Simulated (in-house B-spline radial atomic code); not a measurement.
Configurations of Sc III (Sc2+), with energies counted from [Ar] 3d1. Computed with an all-electron radial atomic-structure program (B-spline basis): non-relativistic TPSSh, spin-polarised, spherical fractional occupations, exact exchange averaged over the configuration, point nucleus. Shells without spins written out take the highest spin.

Occupations are held fixed; configurations that lie above the ionisation limit could autoionise.

| configuration | E - E(ref) (eV) | highest orbital | its <r> (bohr) |
| --- | --- | --- | --- |
| [Ar] 4s1 | 3.6362 | 4s up | 2.97 |
| [Ar] 4p1 | 7.9776 | 4p up | 3.435 |
| [Ar] 4f1 | 17.072 | 4f up | 5.789 |
| [Ne] 3s2 3p5 3d1 4p1 | 39.084 | 4p up | 3.351 |

(1) Order these further configurations by energy, lowest first.
A. [Ne] 3s2 3p5 3d1 4f1
B. [Ar] 4d1
C. [Ne] 3s2 3p5 3d2
D. [Ne] 3s2 3p5 3d1 4s1

## Answers

(1) B (13.678 eV), C (29.471 eV), D (34.555 eV), A (48.488 eV).
